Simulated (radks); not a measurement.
Question: Zr, configuration [Kr] 4d(3/2: 2, 5/2: 0) 5s1 5p(1/2: 1, 3/2: 0) (not the ground configuration). Calculated with a radial shooting solver on a logarithmic mesh with Libxc functionals: Dirac Kohn-Sham, relativistic LDA (MacDonald-Vosko exchange, VWN5 correlation), spin-unpolarised, spherical densities, finite nucleus; Fermi nuclear charge, rms radius 4.2694 fm. Some entries of the table are withheld. Estimate them.

| orbital | occ. | eigenvalue (eV) | r(max) (bohr) |
|---|---|---|---|
| 1s1/2 | 2 | -17723.40 | 0.02423 |
| 2s1/2 | 2 | -2459.347 | 0.1375 |
| 2p1/2 | 2 | -2255.188 | (1) |
| 2p3/2 | 4 | -2170.014 | (2) |
| 3s1/2 | 2 | -403.4893 | 0.4095 |
| 3p1/2 | 2 | -327.0020 | 0.3968 |
| 3p3/2 | 4 | -313.4127 | 0.4060 |
| 3d3/2 | 4 | -177.4635 | 0.3452 |
| 3d5/2 | 6 | -174.9698 | 0.3479 |
| 4s1/2 | 2 | -55.4832 | 1.077 |
| 4p1/2 | 2 | (3) | 1.161 |
| 4p3/2 | 4 | (4) | 1.186 |
| 5s1/2 | 1 | -5.2654 | 3.078 |
| 4d3/2 | 2 | -4.8079 | 1.593 |
| 4d5/2 | 0 | -4.6731 | 1.607 |
| 5p1/2 | 1 | -2.1750 | (5) |
| 5p3/2 | 0 | -2.0604 | (6) |

Answer: 
(1) 2p1/2 r(max) (bohr): 0.1071
(2) 2p3/2 r(max) (bohr): 0.1108
(3) 4p1/2 eigenvalue (eV): -34.8074
(4) 4p3/2 eigenvalue (eV): -33.0101
(5) 5p1/2 r(max) (bohr): 3.968
(6) 5p3/2 r(max) (bohr): 4.071
